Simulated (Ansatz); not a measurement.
```yaml
crystal:
  periodic: [false, false, false]
  atoms:
    - {symbol: C, position_ang: [-1.072599, 0.889297, -0.780553]}
    - {symbol: C, position_ang: [0.082361, 0.629110, -0.232051]}
    - {symbol: C, position_ang: [1.227584, 0.305589, 0.298716]}
    - {symbol: C, position_ang: [1.397590, -0.262964, 1.674495]}
    - {symbol: Ga, position_ang: [-1.975128, -0.521709, -1.775344]}
    - {symbol: H, position_ang: [-1.499453, 1.884399, -0.668512]}
    - {symbol: H, position_ang: [2.123484, 0.465934, -0.297494]}
    - {symbol: H, position_ang: [2.026991, 0.385902, 2.290505]}
    - {symbol: H, position_ang: [1.885238, -1.241241, 1.632479]}
    - {symbol: H, position_ang: [0.435420, -0.380750, 2.173413]}
    - {symbol: H, position_ang: [-3.366206, -0.238374, -2.445679]}
    - {symbol: H, position_ang: [-1.265282, -1.915191, -1.869976]}
basis:
  gaussian: {orbitals: pcseg-2}
hamiltonian: {xc: {name: HSE06}}
accuracy: high
output: {forces: true}
```

```sh
$ ansatz run in.yaml --threads 4 --pin off --events-out ev --progress --plain --max-ram 10444MiB
```

Output, abridged:

```
Functional definition: HSE06
4663 factors; integrals over basis functions are off by at most 1.7e-8 eV
133 factors; integrals over basis functions are off by at most 1.7e-9 eV
mean field evaluation 1: about -56616.8192 eV, gradient 6.8e1 eV
mean field evaluation 2: about -56597.3072 eV, gradient 1.0e2 eV
mean field evaluation 4: about -56627.7817 eV, gradient 1.2e1 eV
mean field evaluation 8: about -56628.2605 eV, gradient 1.3e0 eV
mean field evaluation 16: about -56628.2641 eV, gradient 8.8e-5 eV
mean field -56628.26412969 eV, -2081.0503227501 hartree, gradient 2.6e-8 eV, S^2 0.000000; 0 other end points of the search recorded, 0 dependent functions left out
reference -56628.26413525 eV, -2081.0503229544 hartree; 31, 31 occupied and 230, 230 virtual orbitals, 4663 factors
Total energy: -56628.26413525 eV, -2081.0503229544 hartree
Atom 0 at    -1.072599     0.889297    -0.780553 Å, force    -0.000868     0.034480     0.007994 eV/Å
Atom 1 at     0.082361     0.629110    -0.232051 Å, force    -0.006012    -0.006575    -0.010256 eV/Å
Atom 2 at     1.227584     0.305589     0.298716 Å, force     0.022231     0.013784    -0.019781 eV/Å
Atom 3 at     1.397590    -0.262964     1.674495 Å, force     0.014746    -0.016189     0.043513 eV/Å
Atom 4 at    -1.975128    -0.521709    -1.775344 Å, force    -0.031948    -0.041886    -0.035113 eV/Å
Atom 5 at    -1.499453     1.884399    -0.668512 Å, force     0.001293    -0.021863    -0.006986 eV/Å
Atom 6 at     2.123484     0.465934    -0.297494 Å, force    -0.016897    -0.003987     0.014812 eV/Å
Atom 7 at     2.026991     0.385902     2.290505 Å, force    -0.018122    -0.015343    -0.010682 eV/Å
Atom 8 at     1.885238    -1.241241     1.632479 Å, force    -0.012993     0.020537     0.002974 eV/Å
Atom 9 at     0.435420    -0.380750     2.173413 Å, force     0.033188     0.002133    -0.007018 eV/Å
Atom 10 at    -3.366206    -0.238374    -2.445679 Å, force     0.039408    -0.006912     0.019539 eV/Å
Atom 11 at    -1.265282    -1.915191    -1.869976 Å, force    -0.024027     0.041821     0.001004 eV/Å
Dipole moment:     0.124199     0.041116     0.129567 e Å
```

Run time 25 s (4 threads of an Arm Neoverse V1 on a shared host); peak host memory 2 GiB.
